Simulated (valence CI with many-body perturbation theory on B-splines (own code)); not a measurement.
**E1 transitions of P**

Level of theory: relativistic CI+MBPT: five valence electrons over a frozen Dirac-Fock core [Ne], a basis of 9 s, 9 p, 8 d, 6 f, 3 g, 1 h functions for each j, with the one-electron correlation potential Σ1, the two-electron term Σ2, the three-electron term Σ3, Breit, model QED; selected CI, second order for the rest, scaled by the run's own slope (own B-spline code, finite nucleus).

Against 25 measured levels this calculation errs by 56 cm⁻¹ on average and by 186 at most. These come from a selection out of the NIST Handbook of Basic Atomic Spectroscopic Data. Levels without a partner in it may be off by more. Among the levels kept, up to 2600 cm⁻¹ of a level comes from second order outside the variational space, and about a tenth of that is noise between levels of different J, which matters for small intervals.

Lines 1 to 50 of 293 in falling wavelength, among levels below 75161 cm⁻¹, chosen from the strongest by gf and those to the six lowest levels. Wavelengths and rates use the calculated energies, so an error of 60 cm⁻¹ moves a line at 45140 Å by 2.7 % and its rate by three times that or more. Electric multipoles are in the length gauge, E1 and E2 with the static RPA response of the core. Weak lines are less certain than strong ones. Lines between different terms over intervals too small for the method are left out, as are lines whose strength nearly cancels. Where a level lies close to another of its J and parity, the split of strength between their lines is uncertain. The highest levels of a list are the least certain.

Names give the largest LS component (configuration and term), which can be under half, so a name can repeat, a term be missing and a line seem to break the LS rules; names also repeat where a configuration has a term twice. Letters in brackets count levels of one name in rising energy.

```csv
λ vac (Å),Upper,Lower,A (s⁻¹),log gf,Branch %
45140,3s2 3p2 5p 2S°_1/2,3s2 3p2 5s 2P_1/2,7.03e+05,-0.37,20.6
44180,3s2 3p2 5p 2S°_1/2,3s2 3p2 3d 2D_3/2 [b],5.85e+04,-1.47,1.7
38380,3s2 3p2 5p 2S°_1/2,3s2 3p2 5s 4P_3/2,1.01e+05,-1.35,3.0
36700,3s2 3p2 3d 4F_7/2,3s2 3p2 4p 4D°_7/2,9.06e+04,-0.83,6.7
35900,3s2 3p2 5p 2S°_1/2,3s2 3p2 5s 4P_1/2,3.59e+05,-0.86,10.5
35320,3s2 3p2 3d 4F_9/2,3s2 3p2 4p 4D°_7/2,8.38e+05,0.20,100.0
35230,3s2 3p2 3d 4F_5/2,3s2 3p2 4p 4D°_5/2,1.94e+05,-0.66,13.9
35100,3s2 3p2 3d 4F_3/2,3s2 3p2 4p 4D°_3/2,2.25e+05,-0.78,17.0
34900,3s2 3p2 4p 2P°_3/2,3s2 3p2 4s 2D_5/2,2.92e+04,-1.67,0.1
34500,3s2 3p2 3d 4F_7/2,3s2 3p2 4p 4D°_5/2,8.48e+05,0.08,62.6
33680,3s2 3p2 3d 4F_3/2,3s2 3p2 4p 4D°_1/2,6.91e+05,-0.33,52.2
33530,3s2 3p2 3d 4F_5/2,3s2 3p2 4p 4D°_3/2,8.15e+05,-0.08,58.3
32300,3s2 3p2 4p 2D°_3/2 [b],3s2 3p2 3d 2D_3/2 [a],1.89e+05,-0.93,1.0
32180,3s2 3p2 4p 2D°_5/2 [b],3s2 3p2 3d 2D_5/2 [a],2.16e+05,-0.70,1.1
31740,3s2 3p2 3d 4D_3/2,3s2 3p2 4p 4S°_3/2,3.79e+04,-1.64,1.0
31430,3s2 3p2 3d 2D_3/2 [a],3s2 3p2 4p 2P°_3/2,9.37e+04,-1.26,0.1
31180,3s2 3p2 3d 4D_5/2,3s2 3p2 4p 4S°_3/2,7.11e+04,-1.21,1.2
31140,3s2 3p2 3d 2D_5/2 [a],3s2 3p2 4p 2P°_3/2,4.32e+05,-0.42,0.5
29870,3s2 3p2 3d 2D_3/2 [a],3s2 3p2 4p 2P°_1/2,3.54e+05,-0.72,0.5
29660,3s2 3p2 3d 2F_5/2,3s2 3p2 4p 2D°_5/2 [a],1.12e+05,-1.05,0.1
29340,3s2 3p2 3d 4D_3/2,3s2 3p2 4p 4P°_5/2,7.01e+04,-1.44,1.8
28860,3s2 3p2 3d 4D_5/2,3s2 3p2 4p 4P°_5/2,4.29e+05,-0.49,7.2
28820,3s2 3p2 3d 4D_7/2,3s2 3p2 4p 4P°_5/2,1.33e+06,0.12,29.0
28090,3s2 3p2 3d 4D_1/2,3s2 3p2 4p 4P°_3/2,2.45e+05,-1.24,7.6
27750,3s2 3p2 3d 4D_3/2,3s2 3p2 4p 4P°_3/2,7.66e+05,-0.45,20.1
27640,3s2 3p2 3d 4D_1/2,3s2 3p2 4p 4P°_1/2,1.38e+06,-0.50,42.8
27610,3s2 3p2 3d 2F_7/2,3s2 3p2 4p 2D°_5/2 [a],2.27e+06,0.32,1.2
27320,3s2 3p2 3d 4D_5/2,3s2 3p2 4p 4P°_3/2,1.04e+06,-0.16,17.4
27310,3s2 3p2 3d 4D_3/2,3s2 3p2 4p 4P°_1/2,6.76e+05,-0.52,17.7
27280,3s2 3p2 4p 2D°_5/2 [b],3s2 3p2 3d 2F_7/2,7.90e+04,-1.28,0.4
27260,3s2 3p2 3d 2F_5/2,3s2 3p2 4p 2D°_3/2 [a],1.99e+06,0.12,1.1
27040,3s2 3p2 3d 2F_5/2,3s2 3p2 4p 4S°_3/2,2.41e+05,-0.80,0.1
26250,3s2 3p2 3d 2P_3/2,3s2 3p2 4p 2S°_1/2,7.74e+05,-0.50,0.9
25800,3s2 3p2 4p 2D°_3/2 [b],3s2 3p2 3d 2F_5/2,1.44e+05,-1.24,0.8
24830,3s2 3p2 3d 2P_1/2,3s2 3p2 4p 2S°_1/2,8.42e+05,-0.81,1.0
24650,3s2 3p2 4p 2F°_7/2,3s2 3p2 3d 2F_7/2,4.86e+04,-1.45,0.2
23920,3s2 3p2 3d 2D_5/2 [a],3s2 3p2 4p 2D°_5/2 [a],1.29e+05,-1.18,0.2
23600,3s2 3p2 3d 4D_5/2,3s2 3p2 4p 4D°_7/2,1.47e+05,-1.13,2.5
23570,3s2 3p2 3d 4D_7/2,3s2 3p2 4p 4D°_7/2,7.55e+05,-0.30,16.4
23110,3s2 3p2 4p 2F°_5/2,3s2 3p2 3d 2F_5/2,5.28e+04,-1.60,0.2
22960,3s2 3p2 3d 4D_3/2,3s2 3p2 4p 4D°_5/2,2.48e+05,-1.11,6.5
22660,3s2 3p2 3d 4D_5/2,3s2 3p2 4p 4D°_5/2,4.53e+05,-0.68,7.6
22640,3s2 3p2 3d 4D_7/2,3s2 3p2 4p 4D°_5/2,1.75e+05,-0.97,3.8
22480,3s2 3p2 3d 2D_3/2 [a],3s2 3p2 4p 2D°_3/2 [a],1.09e+05,-1.48,0.2
22440,3s2 3p2 3d 4D_1/2,3s2 3p2 4p 4D°_3/2,3.52e+05,-1.27,11.0
22220,3s2 3p2 3d 4D_3/2,3s2 3p2 4p 4D°_3/2,2.74e+05,-1.09,7.2
21950,3s2 3p2 3d 4D_5/2,3s2 3p2 4p 4D°_3/2,2.62e+05,-0.94,4.4
21860,3s2 3p2 3d 4D_1/2,3s2 3p2 4p 4D°_1/2,3.64e+05,-1.28,11.3
21650,3s2 3p2 3d 4D_3/2,3s2 3p2 4p 4D°_1/2,2.33e+05,-1.18,6.1
21260,3s2 3p2 3d 2D_3/2 [b],3s2 3p2 4p 2P°_3/2,6.37e+05,-0.76,0.3
```
